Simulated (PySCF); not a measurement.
Identify the unknown among the candidates.

All candidates are C7H15NOSi.

* 13C NMR: chemical shifts (computed TMS as zero) by class: 155.1 (1 C), 146.2 (1 C), 123.8 (1 C), 122.7 (1 C), 68.1 (1 C), 27.0 (1 C), 23.8 (1 C) ppm [GIAO PBE0/pcSseg-1]
* Rotational structure: rotational constants A, B, C: 1.482, 0.794, 0.622 GHz [PBE0-D3(BJ)/def2-SVP]
* NMR, other nuclei: isotropic shieldings of nuclei other than C and H, by class: 209 (1 N), 290 (1 O), 371 (1 Si) ppm [GIAO PBE0/pcSseg-1]
* UV, first state: lowest singlet excitation: 5.17 eV (240 nm, f = 0.024) [TDDFT B3LYP/def2-SVPD]
* Triplet: lowest triplet excitation (Tamm–Dancoff): 4.36 eV [TDA B3LYP/def2-SVPD]
* Dipole: 1.70 D [B3LYP/def2-SVPD]
* Polarisability: 124.3 au [B3LYP/def2-SVPD]
* UV, strongest line: among the 10 lowest singlet transitions: S9 at 6.68 eV (186 nm, f = 0.034) [TDDFT B3LYP/def2-SVPD]

The electronic properties come from PySCF, for the isolated species, density fitting. Levels stand in brackets. Geometry: PBE0-D3(BJ)/def2-SVP, one conformer, isolated molecule. NMR classes are plain means over equivalent atoms (diastereotopic ones count apart unless rotation or inversion swaps them), as if these changed places fast.

Question: Which candidate is it?
A. `O[SiH2]N1CC[C@H](C2CC2)C1`
B. `C1CCN([Si@@H]2CCCO2)C1`
C. `C=C[C@H](C(=C)C)N(C)[SiH2]O`
D. `C=C[Si@]1(N(C)C)CCCO1`

Answer: C. It is `C=C[C@H](C(=C)C)N(C)[SiH2]O`. Numbering: `[CH2:1]=[CH:2][C@H:3]([C:4](=[CH2:5])[CH3:6])[N:7]([CH3:8])[SiH2:9][OH:10]`. Its formula, C7H15NOSi, gives 2 degrees of unsaturation: 0 rings and 2 π bonds in the structure found. 7 carbons fall into 7 classes; from least to most shielded: fully substituted alkene carbon [C4] (155.1 ppm), alkene CH carbon [C2] (146.2 ppm), terminal =CH2 carbon [C1] (123.8 ppm), terminal =CH2 carbon [C5] (122.7 ppm), sp3 carbon bound to nitrogen [C3] (68.1 ppm), N-methyl carbon [C8] (27.0 ppm), allylic carbon [C6] (23.8 ppm). The other shieldings belong to: 209 ppm, silicon-bound nitrogen [N7]; 290 ppm, silanol oxygen [O10]; 371 ppm, oxygen-bound silicon [Si9]. The optimised geometry has point group C1 and is an asymmetric top.

The others, at the same levels:
- `C1CCN([Si@@H]2CCCO2)C1` fails: it has 5 carbon classes against 7; its computed 13C shifts are 69.8 (1 C), 46.9 (2 C), 28.1 (1 C), 26.4 (2 C), 11.3 (1 C) ppm, lowest singlet excitation is 5.48 eV (226 nm, f = 0.007) (against 5.17 eV) and lowest triplet excitation (Tamm–Dancoff) is 5.37 eV (against 4.36 eV).
- `C=C[Si@]1(N(C)C)CCCO1` fails: it has 6 carbon classes against 7; its computed 13C shifts are 143.8 (1 C), 139.5 (1 C), 69.5 (1 C), 36.8 (2 C), 31.0 (1 C), 7.4 (1 C) ppm, lowest singlet excitation is 4.59 eV (270 nm, f = 0.040) (against 5.17 eV) and lowest triplet excitation (Tamm–Dancoff) is 4.13 eV (against 4.36 eV).
- `O[SiH2]N1CC[C@H](C2CC2)C1` fails: its computed 13C shifts are 52.7 (1 C), 50.8 (1 C), 47.5 (1 C), 37.8 (1 C), 19.1 (1 C), 6.4 (1 C), 6.2 (1 C) ppm, lowest triplet excitation (Tamm–Dancoff) is 5.02 eV (against 4.36 eV) and strongest line among the 10 lowest singlet transitions is S2 at 5.75 eV (216 nm, f = 0.045) (against S9 at 6.68 eV).
